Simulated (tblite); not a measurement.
C₆H₁₁NO₂Si.
Numbering: `[H]/[N:7]=[CH:6]\[C@H:5]([C:3]([O:2][CH3:1])=[O:4])[C@@H:8]1[CH2:9][SiH2:10]1` (hydrogens: H11, H12, H13 on C1; H14 on C5; H15 on C6; H16 on N7; H17 on C8; H18, H19 on C9; H20, H21 on Si10)

Computed with GFN2-xTB (tblite), gas phase: L-BFGS steps from a force-field or distance-geometry start until the largest atomic force falls under 0.01 eV/Å.

At the end of the run (lengths in Å): C3=O4 1.205, C6=N7 1.248, C9–H18 1.081, C8–Si10 1.892, C3–C5 1.506, C8–H17 1.085, O2–C3 1.339, C5–C6–N7 129.0°, O2–C3–C5 110.6°, O4–C3–C5 125.3°, C5–C8–C9 117.2°, C1–O2–C3–O4 0°, O2–C3–C5–C6 132°, C3–C5–C6–N7 27°, H14–C5–C3–O2 10°, H11–C1–O2–C3 12°.

Question: These geometries were met on the way; a selection of coordinates is given. Order them by energy above the end point, lowest first.
A. C3=O4 1.204, C6=N7 1.253, C9–H18 1.084, C8–Si10 1.887, C3–C5 1.530, C8–H17 1.084, O2–C3 1.332, C5–C6–N7 124.6°, O2–C3–C5 113.2°, O4–C3–C5 124.9°, C5–C8–C9 123.7°, C1–O2–C3–O4 3°, O2–C3–C5–C6 60°, C3–C5–C6–N7 46°, H14–C5–C3–O2 -61°, H11–C1–O2–C3 63°
B. C3=O4 1.285, C6=N7 1.303, C9–H18 1.128, C8–Si10 1.848, C3–C5 1.510, C8–H17 1.121, O2–C3 1.374, C5–C6–N7 116.5°, O2–C3–C5 121.1°, O4–C3–C5 117.8°, C5–C8–C9 121.7°, C1–O2–C3–O4 -1°, O2–C3–C5–C6 60°, C3–C5–C6–N7 45°, H14–C5–C3–O2 -61°, H11–C1–O2–C3 63°
C. C3=O4 1.203, C6=N7 1.250, C9–H18 1.082, C8–Si10 1.888, C3–C5 1.519, C8–H17 1.085, O2–C3 1.337, C5–C6–N7 128.8°, O2–C3–C5 112.3°, O4–C3–C5 124.7°, C5–C8–C9 119.1°, C1–O2–C3–O4 4°, O2–C3–C5–C6 57°, C3–C5–C6–N7 49°, H14–C5–C3–O2 -61°, H11–C1–O2–C3 63°
D. C3=O4 1.211, C6=N7 1.244, C9–H18 1.081, C8–Si10 1.879, C3–C5 1.530, C8–H17 1.091, O2–C3 1.331, C5–C6–N7 123.2°, O2–C3–C5 115.6°, O4–C3–C5 121.8°, C5–C8–C9 124.5°, C1–O2–C3–O4 0°, O2–C3–C5–C6 60°, C3–C5–C6–N7 47°, H14–C5–C3–O2 -66°, H11–C1–O2–C3 65°
E. C3=O4 1.214, C6=N7 1.261, C9–H18 1.077, C8–Si10 1.878, C3–C5 1.546, C8–H17 1.087, O2–C3 1.339, C5–C6–N7 120.1°, O2–C3–C5 117.1°, O4–C3–C5 118.6°, C5–C8–C9 121.6°, C1–O2–C3–O4 -1°, O2–C3–C5–C6 61°, C3–C5–C6–N7 44°, H14–C5–C3–O2 -64°, H11–C1–O2–C3 64°

Answer: C (0.128 eV), A (0.210 eV), D (0.359 eV), E (0.583 eV), B (1.201 eV).

```
step  E above end (eV)  rms distance from the end, all atoms (Å)  largest force (eV/Å)  rms shift of all bonds from the end (Å)
  25             0.128                                     0.746                 0.122                                    0.004
  10             0.210                                     0.766                 0.269                                    0.007
   4             0.359                                     0.780                 0.774                                    0.010
   2             0.583                                     0.788                 0.993                                    0.015
   0             1.201                                     0.793                 5.024                                    0.031
```

Rows stand in the order of the answer.
